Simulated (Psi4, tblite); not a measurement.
Two rigid molecules brought together: CO ··· H3N (SMILES [C-]#[O+] and N). Monomers: optimised at B3LYP-D3(BJ) (def2-TZVP), held rigid. Orientation: a higher rigid-body minimum at GFN2-xTB (searched outside a hard wall at short contacts). R is the distance of the centres of mass, along which the second monomer moves. The shortest distances reach bonding range, where SAPT0 and rigid monomers are unreliable.

Geometry at R = 2.49 Å (first 2 atoms: monomer A):
```
6

C      0.5625     0.0000     0.0000
O     -0.5625     0.0000     0.0000
N      0.9755    -2.1495     0.3696
H      1.0257    -2.6757    -0.4952
H      0.2087    -2.5314     0.9113
H      1.8293    -2.3326     0.8843
``` The table gives interaction energies.

```
R / Å      A      B      C
-----  -----  -----  -----
2.10    1.95  28.89  26.14
2.32   -4.29  15.65  13.84
2.49   -4.87   9.05   7.93
2.70   -3.77   4.01   3.54
2.91   -2.38   1.29   1.20
3.15   -1.27  -0.15  -0.04
3.48   -0.57  -0.71  -0.53
4.00   -0.23  -0.54  -0.44
4.67   -0.07  -0.25  -0.20
5.69    0.02  -0.07  -0.04
6.98    0.03  -0.02  -0.01
```

Energies in kcal/mol.

Which curve belongs to which method? The methods are GFN2-xTB (tblite); Psi4 with PBE0/def2-TZVP, counterpoise-corrected; wB97X-D/def2-TZVP, counterpoise-corrected in Psi4 1.11.

A is GFN2-xTB; B is wB97X-D/def2-TZVP; C is PBE0/def2-TZVP.
